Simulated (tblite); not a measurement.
Run record: tight-binding relaxation, `O=CO/C=C1\[CH2][GeH2][CH2]S1`.

Computed with GFN2-xTB geometry optimisation, gas phase (tblite 0.8.0). Start geometry: from a force field or distance geometry. A driver script takes a list of jobs; this job's settings line and coordinates (Å) are shown.

Command:
```bash
OMP_NUM_THREADS=1 python probes_run.py task.json out
```

Input:
```
{"job": {"kind": "relax", "xc": "GFN2-xTB", "basis": "xTB"}, "charge": 0, "multiplicity": 1}
O      3.865100    -1.715900     0.573800
C      3.661200    -0.504600     0.230000
O      2.389200    -0.020300     0.037500
C      1.322600    -0.899100     0.205200
C      0.066600    -0.488500     0.036900
C     -0.296400     0.884200    -0.362800
Ge    -1.897400     1.264900     0.668100
C     -2.774900    -0.468100     0.571700
S     -1.346600    -1.532900     0.230700
H      4.485100     0.189200     0.102600
H      1.462200    -1.935500     0.496600
H     -0.517700     0.890500    -1.434800
H      0.516300     1.606700    -0.078500
H     -1.459100     1.604800     2.109700
H     -2.739200     2.409800     0.045800
H     -3.295900    -0.743300     1.526700
H     -3.448200    -0.529900    -0.319400
```

Output:
```
step      E/eV     max force
  0    -762.50194    5.178
  1    -762.76065    5.532
  2    -762.96146    1.018
  3    -763.01875    0.775
  4    -763.11212    0.447
  5    -763.13462    0.399
  6    -763.16300    0.310
  7    -763.17136    0.257
  8    -763.18151    0.198
  9    -763.18809    0.196
... (71 lines left out)
 81    -763.21228    0.031
 82    -763.21236    0.030
 83    -763.21245    0.023
 84    -763.21254    0.023
 85    -763.21260    0.017
 86    -763.21265    0.017
 87    -763.21270    0.021
 88    -763.21275    0.023
 89    -763.21280    0.020
 90    -763.21283    0.010
```

«max force» is the largest atomic force in eV/Å.

From which step on does the largest force stay under 0.1 eV/Å, and how much energy is left to gain from there?

From step 15 (0.068 eV/Å), 8.6 meV above the end.

Summary of the converged run: energy lowered by 16.4 kcal/mol over 90 steps; largest atomic force 0.010 eV/Å at the end.

Give the final coordinates.

0.213 Å rms from the input after alignment:
```
atom  x, y, z in Å
O1     3.9145   -1.7176    0.4607
C2     3.6121   -0.6186    0.1005
O3     2.3889   -0.1236   -0.0282
C4     1.3101   -0.9423    0.2696
C5     0.0663   -0.4693    0.1888
C6    -0.2570    0.9364   -0.1953
Ge7   -1.9658    1.3769    0.6886
C8    -2.6972   -0.4491    0.4978
S9    -1.2588   -1.5725    0.5651
H10    4.3308    0.1674   -0.1868
H11    1.5539   -1.9554    0.5539
H12   -0.3990    0.9946   -1.2792
H13    0.5827    1.5816    0.0577
H14   -1.8242    1.7543    2.1335
H15   -2.7933    2.4077   -0.0253
H16   -3.3679   -0.7618    1.2943
H17   -3.2031   -0.5967   -0.4562
```

Time: 2.2 s wall. Hardware: one thread of an Intel Xeon at 2.70 GHz, on a shared host.
Labels such as C1 count atoms from 1, the log's own numbers from 0.
